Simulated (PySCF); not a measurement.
Species: BBrH2O2.
Atom-mapped SMILES: `[OH:1][B:2]([OH:3])[Br:4]` (hydrogens: H5 on O1; H6 on O3)

Method: PySCF 2.14.0, PBE0-D3(BJ)/def2-SVP geometry optimisation, gas phase; density fitting, grid level 1; the optimiser is geomeTRIC in internal coordinates, started from a GFN2-xTB structure with every atom displaced at random (about 0.01 Å).

Step 0: E = -74827.8326 eV
```
atom  x, y, z in Å  |  force x, y, z in eV/Å
O1      1.0581    0.3721   -0.7915   -1.527   1.775   0.234
B2     -0.0693    0.2169   -0.0544    0.937  -0.549  -0.360
O3     -0.3501   -0.9408    0.5686    1.236  -0.449  -0.561
Br4    -1.2156    1.7091    0.0382   -0.717   0.823   0.115
H5      1.6373   -0.3480   -0.8698    1.104  -1.789   0.026
H6     -1.1316   -1.0254    1.0833   -1.032   0.189   0.547
```

Step 1: E = -74827.8911 eV
```
atom  x, y, z in Å  |  force x, y, z in eV/Å
O1      1.0372    0.3759   -0.8223    0.884  -0.257  -0.082
B2     -0.0080    0.2415   -0.0011   -0.630   0.101  -0.393
O3     -0.2478   -0.9127    0.6496   -0.419  -0.326   0.232
Br4    -1.2840    1.7212    0.0582    0.186  -0.197   0.084
H5      1.5942   -0.4261   -0.8620   -0.431   0.504   0.079
H6     -1.1628   -1.0160    0.9520    0.410   0.175   0.079
```

Question: Estimate the geometry and energy of step 2. (The exact step hangs on the optimiser's Hessian estimate; all steps are aligned on step 1, rigid shifts and turns removed.)

Answer: E = -74827.9305 eV, largest force 0.629 eV/Å
```
atom  x, y, z in Å  |  force x, y, z in eV/Å
O1      1.0605    0.3952   -0.8149    0.020  -0.331  -0.078
B2     -0.0525    0.1897   -0.0912    0.027   0.413   0.474
O3     -0.2880   -0.9425    0.6084    0.016  -0.183  -0.328
Br4    -1.2593    1.7001    0.0841   -0.110  -0.034  -0.112
H5      1.6233   -0.3901   -0.8376   -0.023   0.065   0.004
H6     -1.1551   -0.9685    1.0257    0.069   0.070   0.039
```

The energy changes by -0.0394 eV. The first-order estimate −F·Δx gives -0.1258 eV and the mean of the old and new forces, exact on a quadratic surface, -0.0380 eV. The step makes an angle of 63° with the force vector and moves no atom by more than 0.113 Å.

The cost below is that of the whole optimisation. Time: 13 s; peak memory 0.36 GiB. Hardware: one thread, Arm Neoverse V2 (aarch64), no GPU, shared host with 96 logical CPUs at a one-minute load of 51.
